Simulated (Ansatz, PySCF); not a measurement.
Process, species as SMILES: C[SiH3] [methylsilane] -> [CH2-][SiH3] + H+
Geometries: B3LYP-D3(BJ)/def2-TZVP minima from Ansatz (an electronic-structure program).

Wanted: gas-phase deprotonation energy (enthalpy at 298 K, with B3LYP-D3(BJ) rigid-rotor harmonic-oscillator terms from PySCF), in kcal/mol. Valence correlation only, unless marked. Spin-orbit coupling is left out. Non-relativistic. Anions need diffuse functions: aug- sets have them; def2-D sets add few; the other sets have none. Basis-set limits of correlation are two-point, X^-3; Hartree-Fock from the larger set. The bracket is a focal-point correction in the basis named.

```json
[
 {"level": "HF/cc-pV(D+d)Z", "program": "Ansatz", "gas-phase deprotonation energy (kcal/mol)": "406.4"}
]
```

Q: Predict the RI-MP2/CBS(def2-TZVPPD,def2-QZVPPD)+[CCSD(T)-MP2]/def2-TZVPPD result (Ansatz).

A: 391.3 kcal/mol
